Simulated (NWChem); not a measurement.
# H$_{3}$O$_{2}$ cation; SMILES [OH2+]O

Program: NWChem. Structure relaxed at the PBE-D3(BJ)/def2-SVP level. Level: M05-2X/def2-SVP with SMD (1 M gas to 1 M solution), gas-phase geometry. Reactions with the solvent are ignored.

```csv
solvent,dielectric constant,solvation free energy (kcal/mol),cavity-dispersion-structure term (kcal/mol)
water,78.4,-91.4,2.1
1-propanol,20.5,…,-0.3
ethyl acetate,5.99,-63.1,-2.7
anisole,4.22,-57.2,-1.9
cyclohexane,2.02,-37.2,-0.7
dichloromethane,8.93,-71.5,-0.4
```

**Question.** Fill in the missing entries.

**Answer.** 
- 1-propanol, solvation free energy (kcal/mol): -88.6
